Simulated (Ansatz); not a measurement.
Start from `FC[SiH2]O[SiH3]` and change one atom or group to get `F[SiH2]O[SiH3]`.

Ansatz, PBE0-D4/def2-TZVP geometries, multiplicity 1. Each molecule was computed in one conformer, which needn't be the lowest.

| property | `FC[SiH2]O[SiH3]` |
| --- | --- |
| HOMO–LUMO gap (PBE0/def2-TZVPP) / eV | 8.26 |
| HOMO energy (B3LYP/def2-TZVPP) / eV | -8.18 |
| size of the dipole moment (B3LYP/def2-TZVPP) / D | 1.30 |
| LUMO energy (B3LYP/def2-TZVPP) / eV | -0.33 |
| size of the dipole moment (PBE/def2-TZVPP) / D | 1.20 |
| HOMO energy (ωB97M-V/def2-TZVPP) / eV | -10.68 |

Problem. Give the same properties after the change, and the shifts. (Estimate.)

Solution. Computed: 
```tsv
property	`F[SiH2]O[SiH3]`	shift
HOMO–LUMO gap (PBE0/def2-TZVPP) / eV	8.96	0.70
HOMO energy (B3LYP/def2-TZVPP) / eV	-8.81	-0.63
size of the dipole moment (B3LYP/def2-TZVPP) / D	1.21	-0.09
LUMO energy (B3LYP/def2-TZVPP) / eV	-0.27	0.06
size of the dipole moment (PBE/def2-TZVPP) / D	1.12	-0.08
HOMO energy (ωB97M-V/def2-TZVPP) / eV	-11.29	-0.61
```

With PBE0 the HOMO falls by 0.63 eV and the LUMO rises by 0.07 eV, so the gap widens by about 0.70 eV. PBE moves the HOMO by -0.66 eV and ωB97M-V by -0.61 eV. Dipoles are sizes alone; their direction can turn.

B3LYP here is the variant with VWN-RPA as its local correlation; programs differ in this.
